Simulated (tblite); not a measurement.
C₅H₁₃BOS.
SMILES with atom numbers: `[CH3:1][CH2:2][B:3]([OH:4])[S:5][CH:6]([CH3:7])[CH3:8]` (hydrogens: H9, H10, H11 on C1; H12, H13 on C2; H14 on O4; H15 on C6; H16, H17, H18 on C7; H19, H20, H21 on C8)

Computed with GFN2-xTB (tblite), gas phase: L-BFGS steps from a force-field or distance-geometry start until the largest atomic force falls under 0.01 eV/Å.

Step 78: E = -705.7888 eV
```
atom  x, y, z in Å  |  force x, y, z in eV/Å
C1      3.5923    0.0541   -0.1219    0.072   0.013  -0.004
C2      2.3149   -0.7836   -0.1876    0.017   0.022   0.001
B3      0.9886    0.1014   -0.1293   -0.059  -0.080  -0.015
O4      0.8988    1.2498    0.5608   -0.029  -0.016   0.068
S5     -0.5073   -0.4871   -0.9609   -0.022  -0.051   0.094
C6     -1.8104    0.2338    0.1397   -0.144   0.114  -0.057
C7     -2.2494   -0.8318    1.1349    0.040   0.038  -0.062
C8     -2.9907    0.7161   -0.6868   -0.101  -0.029  -0.068
H9      3.7699    0.5580   -1.0686    0.017  -0.018  -0.027
H10     3.5038    0.8218    0.6477    0.142  -0.042   0.060
H11     4.4531   -0.5662    0.1149    0.047   0.028  -0.051
H12     2.3318   -1.4276   -1.0681    0.032   0.027   0.008
H13     2.3084   -1.4611    0.6769   -0.068   0.055  -0.072
H14     1.6996    1.5551    0.9892   -0.033   0.016   0.013
H15    -1.3502    1.0762    0.6561    0.056  -0.042  -0.001
H16    -2.8409   -0.3607    1.9184   -0.022  -0.105   0.023
H17    -1.3915   -1.3312    1.5831   -0.039   0.075   0.025
H18    -2.8523   -1.5813    0.6255    0.018   0.002   0.052
H19    -3.2886   -0.0582   -1.3899   -0.028  -0.020   0.002
H20    -2.7569    1.6151   -1.2539    0.075  -0.049   0.055
H21    -3.8322    0.9243   -0.0260    0.027   0.062  -0.044
```

Step 79: E = -705.7949 eV
```
atom  x, y, z in Å  |  force x, y, z in eV/Å
C1      3.5929    0.0561   -0.1269    0.014   0.023  -0.003
C2      2.3175   -0.7878   -0.1893    0.049   0.083  -0.060
B3      0.9864    0.0921   -0.1213    0.013  -0.082   0.011
O4      0.8999    1.2408    0.5685   -0.100  -0.014   0.053
S5     -0.5110   -0.4948   -0.9462   -0.015  -0.059   0.090
C6     -1.8133    0.2368    0.1485   -0.144   0.089  -0.102
C7     -2.2542   -0.8284    1.1469   -0.025   0.113  -0.168
C8     -2.9855    0.7161   -0.6951   -0.073  -0.052  -0.024
H9      3.7554    0.5812   -1.0644    0.002  -0.021  -0.050
H10     3.5075    0.8083    0.6577    0.163  -0.045   0.076
H11     4.4610   -0.5629    0.0827    0.047   0.020  -0.026
H12     2.3325   -1.4216   -1.0758    0.028   0.001  -0.030
H13     2.3245   -1.4741    0.6649   -0.084   0.030  -0.010
H14     1.6993    1.5499    0.9937    0.024   0.025   0.034
H15    -1.3541    1.0821    0.6623    0.044  -0.067  -0.007
H16    -2.8722   -0.3608    1.9092   -0.013  -0.061   0.100
H17    -1.3984   -1.3115    1.6133   -0.026   0.070   0.038
H18    -2.8421   -1.5874    0.6350    0.039  -0.028   0.016
H19    -3.2690   -0.0577   -1.4049   -0.044  -0.029   0.030
H20    -2.7523    1.6163   -1.2594    0.119  -0.036   0.058
H21    -3.8338    0.9244   -0.0452   -0.020   0.039  -0.026
```

Step 80: E = -705.8019 eV
```
atom  x, y, z in Å  |  force x, y, z in eV/Å
C1      3.5935    0.0601   -0.1339   -0.002   0.056  -0.021
C2      2.3227   -0.7931   -0.1926    0.072   0.055  -0.098
B3      0.9840    0.0761   -0.1081    0.075  -0.031   0.052
O4      0.8994    1.2269    0.5806   -0.137  -0.039   0.040
S5     -0.5161   -0.5082   -0.9238    0.002  -0.069   0.067
C6     -1.8190    0.2426    0.1579   -0.111   0.015  -0.117
C7     -2.2619   -0.8201    1.1603   -0.081   0.172  -0.136
C8     -2.9807    0.7148   -0.7071   -0.017  -0.041   0.023
H9      3.7341    0.6138   -1.0609   -0.019  -0.057   0.002
H10     3.5143    0.7901    0.6730    0.184  -0.062   0.057
H11     4.4724   -0.5562    0.0400    0.009   0.037  -0.017
H12     2.3345   -1.4124   -1.0898    0.023  -0.001  -0.030
H13     2.3480   -1.4958    0.6485   -0.097   0.064  -0.015
H14     1.6984    1.5415    1.0006    0.058   0.026   0.041
H15    -1.3580    1.0895    0.6690    0.015  -0.080  -0.025
H16    -2.9128   -0.3584    1.8995    0.036  -0.035   0.118
H17    -1.4087   -1.2833    1.6548   -0.077   0.107  -0.005
H18    -2.8291   -1.5927    0.6479    0.056  -0.073  -0.034
H19    -3.2423   -0.0584   -1.4268   -0.063  -0.016   0.072
H20    -2.7428    1.6188   -1.2637    0.133  -0.038   0.053
H21    -3.8390    0.9213   -0.0713   -0.058   0.009  -0.027
```

Q: Estimate the geometry and energy of step 81. (The exact step hangs on the optimiser's Hessian estimate; all steps are aligned on step 80, rigid shifts and turns removed.)

A: E = -705.8101 eV, largest force 0.286 eV/Å
```
atom  x, y, z in Å  |  force x, y, z in eV/Å
C1      3.6009    0.0628   -0.1392   -0.077   0.004   0.024
C2      2.3285   -0.7905   -0.1963    0.056   0.115  -0.118
B3      0.9797    0.0634   -0.1007    0.120   0.063   0.075
O4      0.8919    1.2155    0.5876   -0.172  -0.059   0.032
S5     -0.5252   -0.5203   -0.9047    0.039  -0.076   0.015
C6     -1.8307    0.2483    0.1630   -0.012  -0.094  -0.076
C7     -2.2664   -0.8162    1.1677   -0.182   0.160  -0.151
C8     -2.9819    0.7161   -0.7166    0.072   0.015   0.068
H9      3.7315    0.6323   -1.0539   -0.033   0.015  -0.093
H10     3.5406    0.7728    0.6849    0.141  -0.024   0.080
H11     4.4796   -0.5577    0.0059    0.058  -0.022   0.003
H12     2.3377   -1.4044   -1.0950    0.031  -0.033  -0.095
H13     2.3620   -1.4964    0.6374   -0.095  -0.006   0.072
H14     1.6882    1.5376    1.0046    0.107   0.032   0.050
H15    -1.3667    1.0937    0.6752   -0.013  -0.079  -0.051
H16    -2.9417   -0.3735    1.8929    0.013   0.076   0.195
H17    -1.4131   -1.2576    1.6791   -0.045   0.096  -0.009
H18    -2.8168   -1.6047    0.6624    0.094  -0.095  -0.112
H19    -3.2349   -0.0570   -1.4365   -0.105  -0.064   0.065
H20    -2.7323    1.6155   -1.2737    0.147  -0.007   0.026
H21    -3.8400    0.9372   -0.0899   -0.145  -0.018   0.000
```

The energy changes by -0.0082 eV. The first-order estimate −F·Δx gives -0.0133 eV and the mean of the old and new forces, exact on a quadratic surface, -0.0083 eV. The step makes an angle of 75° with the force vector and moves no atom by more than 0.036 Å.

The cost below is that of the whole relaxation. On one thread, Arm Neoverse V1 (aarch64), shared host, this took 1.6 s.
